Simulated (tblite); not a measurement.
A geometry optimisation, step by step.

Compound: C6H11F3O.
Atom-mapped SMILES: `[CH3:1][CH2:2][O:3][C:4]([CH3:5])([CH3:6])[C:7]([F:8])([F:9])[F:10]` (hydrogens: H11, H12, H13 on C1; H14, H15 on C2; H16, H17, H18 on C5; H19, H20, H21 on C6)

Computed with GFN2-xTB (tblite), gas phase: L-BFGS steps from a force-field or distance-geometry start until the largest atomic force falls under 0.01 eV/Å. 4 of its 39 geometries are shown.

Step 0: E = -999.5392 eV, largest atomic force 1.797 eV/Å
```
atom  x, y, z in Å  |  force x, y, z in eV/Å
C1      2.855   -0.712   -0.075   -0.242  -0.394  -0.040
C2      1.610    0.168    0.066    0.456  -0.439   0.392
O3      0.488   -0.611   -0.305   -1.088   1.128  -0.096
C4     -0.817    0.001   -0.078    0.294  -1.678   0.573
C5     -1.799   -0.891   -0.848   -0.182  -0.134  -0.795
C6     -1.160   -0.111    1.422    0.253   0.649   0.654
C7     -0.972    1.458   -0.556    0.379  -0.309   0.108
F8     -2.243    1.891   -0.404    0.527  -0.138  -0.163
F9     -0.641    1.589   -1.856   -0.170   0.210   0.491
F10    -0.195    2.304    0.158   -0.372  -0.007  -0.377
H11     2.944   -1.063   -1.109    0.026   0.172   0.221
H12     2.764   -1.602    0.561    0.006   0.316  -0.128
H13     3.745   -0.158    0.210   -0.094  -0.013  -0.065
H14     1.714    1.032   -0.584    0.010   0.262  -0.152
H15     1.525    0.504    1.116   -0.005  -0.011  -0.261
H16    -1.721   -1.936   -0.529    0.134   0.390   0.100
H17    -2.835   -0.565   -0.717    0.265   0.031   0.054
H18    -1.567   -0.875   -1.926   -0.043   0.085   0.427
H19    -2.194    0.179    1.628    0.195  -0.030  -0.198
H20    -0.506    0.540    2.034   -0.310  -0.175  -0.367
H21    -1.003   -1.125    1.794   -0.038   0.086  -0.377
```

Step 13: E = -999.7032 eV, largest atomic force 0.072 eV/Å
```
atom  x, y, z in Å  |  force x, y, z in eV/Å
C1      2.831   -0.726   -0.081   -0.023  -0.013   0.006
C2      1.616    0.176    0.058   -0.007  -0.003   0.010
O3      0.470   -0.556   -0.358   -0.019   0.001  -0.015
C4     -0.808   -0.047   -0.051    0.018  -0.025  -0.005
C5     -1.795   -0.897   -0.856    0.000  -0.025  -0.020
C6     -1.147   -0.099    1.443    0.011   0.005   0.033
C7     -0.960    1.411   -0.531   -0.009   0.058  -0.007
F8     -2.229    1.835   -0.413   -0.060  -0.015  -0.037
F9     -0.622    1.566   -1.817    0.019   0.024  -0.009
F10    -0.228    2.295    0.166    0.019   0.020   0.029
H11     2.924   -1.065   -1.109    0.008   0.019   0.010
H12     2.731   -1.597    0.561   -0.003   0.004   0.010
H13     3.719   -0.167    0.201    0.010  -0.056  -0.024
H14     1.750    1.063   -0.575   -0.017   0.017  -0.007
H15     1.508    0.502    1.098    0.018   0.016   0.015
H16    -1.712   -1.928   -0.528    0.007  -0.023  -0.005
H17    -2.814   -0.549   -0.707    0.012  -0.003  -0.006
H18    -1.542   -0.846   -1.911   -0.010  -0.006  -0.006
H19    -2.182    0.195    1.594   -0.008   0.008   0.001
H20    -0.511    0.567    2.021    0.020   0.018   0.006
H21    -1.009   -1.116    1.796    0.015  -0.023   0.019
```

Step 25: E = -999.7088 eV, largest atomic force 0.034 eV/Å
```
atom  x, y, z in Å  |  force x, y, z in eV/Å
C1      2.817   -0.739   -0.084   -0.008   0.003   0.002
C2      1.621    0.189    0.060   -0.009  -0.005  -0.003
O3      0.474   -0.538   -0.365   -0.016   0.018   0.020
C4     -0.806   -0.044   -0.053   -0.017   0.028   0.010
C5     -1.786   -0.906   -0.858    0.017   0.003   0.010
C6     -1.134   -0.090    1.446    0.005  -0.008  -0.009
C7     -0.974    1.417   -0.531   -0.007   0.004   0.010
F8     -2.257    1.810   -0.462   -0.003   0.003  -0.029
F9     -0.584    1.595   -1.799   -0.007   0.001   0.010
F10    -0.288    2.308    0.207    0.011   0.002  -0.002
H11     2.895   -1.077   -1.113    0.005   0.002   0.007
H12     2.694   -1.606    0.558   -0.004  -0.004  -0.009
H13     3.728   -0.215    0.193   -0.011   0.011  -0.009
H14     1.756    1.080   -0.568    0.017  -0.022   0.001
H15     1.519    0.513    1.103   -0.010  -0.019  -0.010
H16    -1.691   -1.938   -0.536    0.011   0.002   0.014
H17    -2.808   -0.570   -0.708    0.018  -0.011   0.002
H18    -1.535   -0.851   -1.914   -0.005   0.009   0.000
H19    -2.169    0.201    1.607    0.019  -0.008  -0.017
H20    -0.494    0.584    2.011   -0.008  -0.011   0.000
H21    -0.986   -1.105    1.806    0.003   0.003   0.002
```

Step 38: E = -999.7097 eV, largest atomic force 0.010 eV/Å
```
atom  x, y, z in Å  |  force x, y, z in eV/Å
C1      2.813   -0.743   -0.086    0.001  -0.002  -0.002
C2      1.619    0.188    0.060    0.006   0.002   0.004
O3      0.470   -0.531   -0.369    0.006  -0.002   0.002
C4     -0.809   -0.037   -0.052    0.004  -0.007   0.001
C5     -1.782   -0.906   -0.854   -0.001  -0.001   0.000
C6     -1.132   -0.089    1.446   -0.002   0.001   0.002
C7     -0.977    1.423   -0.532   -0.001   0.000  -0.001
F8     -2.263    1.812   -0.482   -0.004   0.001  -0.001
F9     -0.573    1.601   -1.795    0.003  -0.001  -0.001
F10    -0.302    2.316    0.213    0.005  -0.001  -0.002
H11     2.890   -1.079   -1.115    0.004   0.002  -0.002
H12     2.689   -1.613    0.554   -0.004   0.001  -0.001
H13     3.723   -0.220    0.192   -0.001  -0.001  -0.003
H14     1.763    1.079   -0.566    0.000   0.004  -0.001
H15     1.516    0.508    1.103   -0.003  -0.002   0.007
H16    -1.672   -1.937   -0.531    0.000   0.002  -0.001
H17    -2.807   -0.583   -0.702    0.000  -0.004   0.003
H18    -1.533   -0.848   -1.911   -0.009   0.003   0.001
H19    -2.167    0.197    1.608   -0.004   0.001  -0.001
H20    -0.495    0.585    2.014   -0.002   0.002  -0.002
H21    -0.980   -1.104    1.803    0.003   0.000  -0.003
```

**Question.** Summarise the path.

**Answer.** The energy falls by 3.93 kcal/mol from step 0 to step 38; nine tenths of that is first reached at step 6. It falls at every step. The largest force goes from 1.797 to 0.010 eV/Å. Among the bonds O3–C4 changes most, from 1.460 to 1.408 Å; the atoms move by 0.064 Å rms after alignment.

What follows is the cost of the whole relaxation. On AMD EPYC, one thread, no GPU (shared host), this took 0.55 s of wall time.
